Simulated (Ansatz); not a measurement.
Consider the atomization: `C#C[C]([SiH3])([InH2])O[SiH3]` → 3 C• + 9 H• + In• + O• + 2 Si•.

Computed with Ansatz on PBE0-D4/def2-TZVP structures; ΔE is electronic, products minus reactants. CCSD(T)/CBS adds triple-zeta CCSD(T) − MP2 to the extrapolated MP2 energy (def2 sets, frozen cores). This one scheme is used for every species, atoms too. Functionals use def2-TZVPP. Open shells (•) are unrestricted, without spin–orbit coupling. Spin–orbit coupling would lower the free atoms: a little for C, O, Si; strongly for In. def2 core potentials past Kr. Bonds to In are less sure, by a few kJ/mol each and by 10 to 20 or more in all where they break to atoms, as the def2 sets lack core-valence functions. Each species was taken in one conformer, which may not be the lowest.

```tsv
species	PBE0 energy (Eh)
`C#C[C]([SiH3])([InH2])O[SiH3]`	-963.59737
C•	-37.80537
H•	-0.50104
In•	-190.11398
O•	-75.01860
Si•	-289.24948
```

Task: Work out ΔE.

Result: ΔE = 9 × (-0.50104) + 3 × (-37.80537) + 2 × (-289.24948) + (-190.11398) + (-75.01860) − (-963.59737) = 2.04036 Eh = +55.52 eV. CCSD(T)/CBS gives +56.39 eV.

Largest T1 diagnostic among the species: 0.015.

From r2SCAN to r2SCAN0 (25 % exact exchange), in def2-TZVPP and without D4, ΔE moves by −0.91 eV: exact exchange takes away binding that semilocal exchange gives to molecules. The D4 term adds +0.84 eV with B3LYP and +0.45 eV with PBE0; it sums over pairs of atoms, weighted by their polarisabilities, and B3LYP, whose exchange is more repulsive, gets the larger term. At CCSD(T), def2-SVP lies −3.52 eV from the extrapolated value and def2-TZVPP −1.54 eV: correlation converges slowly with the basis, and small sets miss more of it in the bonded molecule than in its fragments.

B3LYP here is the variant with VWN-RPA as its local correlation; programs differ in this.

For atomizations the MP2-based limit and the directly extrapolated one differ by several kJ/mol either way, and by 10 to 25 for some Ge, Se and Sn compounds, so smaller differences from it don't rank the levels.
